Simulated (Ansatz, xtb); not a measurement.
## Relative energy of two structures of AlFH3PSn

Structure X is a singlet given by its coordinates and structure Y is a singlet given by its coordinates. Both are isolated molecules in the gas phase, relaxed with r2SCAN-D4/def2-SVP.

X (Å):

```xyz
7

Al   -0.5217    1.7282    1.0327
F     0.2710    1.8329   -0.4406
P    -2.8448    1.5496    0.7068
Sn   -2.2938   -0.5766    1.8766
H    -0.5475   -0.1316    1.2518
H     0.2030    2.3010    2.3171
H    -3.7490    2.1175    1.6470
```

Close contacts (Å): Al1–F2 1.68, Al1–P3 2.35, Al1–Sn4 3.03, P3–Sn4 2.49, Al1–H5 1.87, Al1–H6 1.58, P3–H7 1.42, Sn4–H5 1.91.

Y (Å):

```xyz
7

Al   -1.0028    1.4430   -0.0811
F    -1.7522    0.1444   -0.8114
P    -1.9201    2.2424    1.8464
Sn   -1.6656    0.4091    3.5535
H     0.2470    2.0673   -0.8173
H    -0.9494    3.2053    2.2523
H    -2.4539   -0.6958    2.4012
```

Close contacts (Å): Al1–F2 1.67, Al1–P3 2.28, P3–Sn4 2.52, Al1–H5 1.58, P3–H6 1.43, Sn4–H7 1.78.

Energies in hartree; the thermal terms are from r2SCAN-D4/def2-SVP harmonic frequencies (ideal gas, rigid rotor, one conformer each, 400 K, 1 atm) and include the zero-point energy:

|  | X | Y |
| --- | --- | --- |
| E, CCSD(T)/def2-SVP | −897.529674 | −897.522774 |
| E, MP2/def2-SVP | −897.471912 | −897.465845 |
| E, MP2/def2-TZVPP | −898.146821 | −898.139295 |
| zero-point energy | 0.026026 | 0.025295 |
| H(400 K) − E | 0.037814 | 0.037773 |
| G(400 K) − E | −0.020990 | −0.024293 |

Task: Correct the CCSD(T) difference for the basis set by the MP2 change, then work out ΔE, ΔE₀, ΔH and ΔG for X → Y in kJ/mol (1 Eh = 2625.50 kJ/mol) and the equilibrium ratio [Y]/[X].

Result: 1. Differences Y − X: CCSD(T) +0.006900, MP2 in the small set +0.006067, MP2 in the large set +0.007526 Eh.
2. ΔE = +0.006900 + (+0.007526 − (+0.006067)) = +0.008359 Eh = +21.95 kJ/mol.
3. ΔE₀ = ΔE + ΔZPE = +0.008359 + (−0.000731) Eh = +20.03 kJ/mol.
4. ΔH = ΔE + (−0.000041) Eh = +21.84 kJ/mol.
5. ΔG = ΔE + (−0.003303) Eh = +13.27 kJ/mol, so ΔS = (ΔH − ΔG)/T = +21.4 J/(mol K).
6. kT = 1.2667 mEh, so K = [Y]/[X] = exp(−ΔG/kT) = exp(−3.99) ≈ 0.018.

Structure X is favoured at this temperature. An error of 4 kJ/mol in ΔG would change K by a factor of 3.3. HF/def2-SVP gave ΔE the other sign. Mirror images and further conformers aren't counted.

Other levels gave ΔE = +25.2 (r2SCAN-D4/def2-SVP); −6.1 (HF/def2-SVP); +15.9 (MP2/def2-SVP); +18.1 (CCSD(T)/def2-SVP) kJ/mol. The correlated steps freeze 15 core orbitals; the filled d shell of Sn is correlated, in a basis made for valence electrons. Atoms past krypton carry core potentials in the def2 sets, without spin–orbit terms. Programs: Ansatz 0.2.0.
